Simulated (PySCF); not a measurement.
A run for PySCF: R-BP86/6-31G* on digermane (SMILES [GeH3][GeH3]), a point of a torsion scan.

```python
from pyscf import gto, scf, dft, mp
from pyscf.data.elements import chemcore

mol = gto.M(
    atom='''
    Ge   -1.17973000    0.08537530   -0.01443595
    Ge    1.18324265   -0.03215022   -0.00251325
    H    -1.80968566   -0.75729659   -1.08138400
    H    -1.70295037    1.47108838   -0.24125922
    H    -1.80197631   -0.36912850    1.27066570
    H     1.84373563    1.29460508   -0.22356041
    H     1.73666460   -0.93369524   -1.06374105
    H     1.74454946   -0.54595723    1.28829476
    ''',
    basis='6-31g*',
    cart=True,
    charge=0, spin=0, verbose=3, max_memory=1800)
mf = dft.RKS(mol, xc='b88,p86')
mf.conv_tol = 1e-8
mf.max_cycle = 100
mf.kernel()
if not mf.converged:
    mf = mf.newton().run(mf.mo_coeff, mf.mo_occ)
```

Output:

```
converged SCF energy = -4157.57131692888
```

The calculation finished and met its thresholds.

Cost: around 2.1 core-seconds (rough).
